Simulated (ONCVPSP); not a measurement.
## Cu, ONCV: configuration errors across variants

| Item | Value |
| --- | --- |
| Element | Cu |
| Generator | ONCVPSP 4.0.1 |
| Type | optimised norm-conserving Vanderbilt (ONCV) |
| Functional | PBEsol |
| Relativity | scalar-relativistic |
| Frozen core | [Ne] |
| Valence charge | 19 |
| Reference configuration | 3s2 3p6 3d9 (charge +2) |
| Partial waves | 3s: rc 0.95 bohr, ncon 4, nbas 7, qcut 16.3 1/bohr, 3 projectors, debl 3.4 Ha; 3p: rc 1.15 bohr, ncon 4, nbas 8, qcut 10.4 1/bohr, 1 projector; 3d: rc 1.50 bohr, ncon 4, nbas 8, qcut 11 1/bohr, 2 projectors, debl 2.7 Ha |
| Local potential | polynomial inside 0.80 bohr (lpopt 5, dvloc0 0 Ha) |
| Core correction | Teter function, fcfact 2.25, rcfact 1.6 |

In the s channel the program set the typed energies aside and used -5.143, 0.250, 3.650 Ha.

All-electron excitation energies from the reference (eV): (1) 3s2 3p6 3d10 4s1 -29.419; (2) 3s2 3p6 3d10 -21.313; (3) 3s2 3p6 3d8 38.993; (4) 3s2 3p6 3d10 4s0.5 -26.263.

Errors AE − PS in meV (a dash: test not solved or not reliable):

| change | (1) | (2) | (3) | (4) | bound ghosts | GHOST(+) flags above zero |
| --- | --- | --- | --- | --- | --- | --- |
| base | +5.7 | +22 | +83 | +12 | none | s |
| p: rc 0.82 | +5.7 | +22 | +83 | +12 | none | s |
| p: rc 0.94 | +5.7 | +22 | +83 | +12 | none | s |
| p: rc 1.02 | +5.7 | +22 | +83 | +12 | none | s |
| p: rc 1.1 | +5.7 | +22 | +83 | +12 | none | s |
| p: rc 1.32 | +5.6 | +22 | +82 | +12 | none | s |
| p: rc 1.42 | +5.5 | +22 | +81 | +12 | none | s |
| p: rc 1.58 | +5.1 | +21 | +78 | +12 | none | s |
| p: rc 1.64 | +4.8 | +21 | +77 | +11 | none | s |

Q: Give the same row for: p: rc 1.26.

A: +5.7, +22, +82, +12; bound ghosts: none; GHOST(+) flags above zero: s.
